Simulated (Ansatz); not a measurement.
Reaction (cleavage of the In–Ge bond): `[Cl][In]([Cl])[GeH3]` + `[SiH3]N[SiH3]` → `[SiH3][N]([SiH3])[In]([Cl])[Cl]` + GeH₄

Gas-phase electronic energies from Ansatz, PBE0-D4/def2-TZVP geometries. CCSD(T)/CBS adds triple-zeta CCSD(T) − MP2 to the extrapolated MP2 energy (def2 sets, frozen cores). This one scheme is used for every species. Functionals use def2-TZVPP. B3LYP here is the variant with VWN-RPA as its local correlation; programs differ in this. Elements past krypton have def2 core potentials. For Ge, In outer-core shells are correlated without core-valence functions, which leaves a few kJ/mol of doubt a bond. Scalar relativity is left out up to krypton. One conformer a species, not always the lowest.

`[Cl][In]([Cl])[GeH3]`:

Z-matrix (Å, degrees):
```
Ge
In 1 2.585
H 1 1.533 2 109.2
H 1 1.533 2 108.9 3 -120.8
H 1 1.534 2 108.1 3 119.8
Cl 2 2.327 1 124.7 3 -15.2
Cl 2 2.327 1 124.6 3 165.3
```

`[SiH3]N[SiH3]`:

```xyz
10

Si   -0.222   -1.441    0.558
N     0.613    0.014    0.156
Si    0.010    1.433   -0.619
H    -1.549   -1.387   -0.103
H    -0.420   -1.600    2.026
H     0.531   -2.634    0.085
H     1.574    0.064    0.467
H    -1.348    1.116   -1.128
H     0.891    1.837   -1.749
H    -0.079    2.597    0.306
```

`[SiH3][N]([SiH3])[In]([Cl])[Cl]`:

```xyz
12

Si   -0.423   -0.291    1.654
N     0.010   -0.010   -0.005
Si   -0.916    1.119   -0.949
In    1.576   -0.976   -0.827
Cl    2.670   -2.656    0.302
Cl    2.315   -0.419   -2.934
H     0.746   -0.858    2.374
H    -1.566   -1.236    1.773
H    -0.821    0.999    2.280
H    -2.339    1.045   -0.519
H    -0.444    2.517   -0.762
H    -0.807    0.766   -2.388
```

GeH₄:

Z-matrix (Å, degrees):
```
Ge
H 1 1.534
H 1 1.534 2 109.5
H 1 1.534 2 109.5 3 -120.0
H 1 1.534 2 109.5 3 120.0
```

(1) Is it downhill or uphill in electronic energy at CCSD(T)/CBS, and by how much? (Best estimate.)

(2) What do these levels give: BLYP-D4, B3LYP-D4, r2SCAN0-D4, r2SCAN0, LC-ωPBE, HF/CBS(def2)? (Best estimate.)

Largest T1 diagnostic among the species: 0.013.

## Answers

(1) Computed: Uphill: ΔE = +0.40 eV.

(2) The calculation gave: BLYP-D4 0.56, B3LYP-D4 0.56, r2SCAN0-D4 0.56, r2SCAN0 0.59, LC-ωPBE 0.53, HF/CBS(def2) 0.56 eV.

Leaving LDA and LC-ωPBE aside and taking each functional with its dispersion term where it has one, the values, not all of them listed here, spread over 0.15 eV, from B97M-V to PBE-D4. LDA lies −0.07 eV from PBE without D4. The D4 term adds −0.14 eV with B3LYP and −0.08 eV with PBE0; it sums over pairs of atoms, weighted by their polarisabilities, and B3LYP, whose exchange is more repulsive, gets the larger term. From r2SCAN to r2SCAN0 (25 % exact exchange), in def2-TZVPP and without D4, ΔE moves by +0.03 eV.
